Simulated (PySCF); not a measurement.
**Which enantiomer?**

Computed, not measured: TDDFT CAM-B3LYP/def2-SVPD circular dichroism and optical rotation, one conformer, gas phase in PySCF. Geometry: GFN2-xTB.

The calculation is non-relativistic, which matters for the atoms heavier than Zn.

Values for one enantiomer of C$_{3}$H$_{4}$F$_{3}$PSe, R in 10⁻⁴⁰ esu² cm² (velocity form):
```csv
λ (nm),f,R
288,0.009,+0.7
273,0.011,+3.2
248,0.002,+15.8
237,0.069,-9.4
227,0.006,-13.7
204,0.155,-0.8
197,0.049,+3.7
187,0.108,+6.5
181,0.027,-8.0
174,0.021,+3.8
173,0.003,-5.2
172,0.017,+13.4
167,0.017,-3.2
166,0.006,-2.1
165,0.020,+23.1
159,0.021,-9.1
```

[α] at 589.3 nm: +90 deg dm⁻¹ (g/mL)⁻¹ (origin-invariant length gauge).

(1) Which structure gives these signs?
A. FC(F)(F)[C@H]1C[P@H]1=[Se]
B. FC(F)(F)[C@@H]1C[P@@H]1=[Se]

Results:

(1) B. Its CIP labels in SMILES order are R, S; the other enantiomer gives every sign reversed.

The signs above follow by mirror symmetry from the run on the other enantiomer. Geometry of FC(F)(F)[C@H]1C[P@H]1=[Se] as run:
```xyz
12

F     1.308   -2.041    0.564
C     1.251   -0.752    0.176
F     2.291   -0.563   -0.646
F     1.474   -0.020    1.272
C    -0.051   -0.418   -0.480
C    -1.233   -0.122    0.460
P    -0.608    1.342   -0.438
Se    0.397    3.006    0.271
H    -0.238   -1.052   -1.340
H    -2.180   -0.574    0.197
H    -1.011   -0.172    1.520
H    -1.398    1.365   -1.584
```
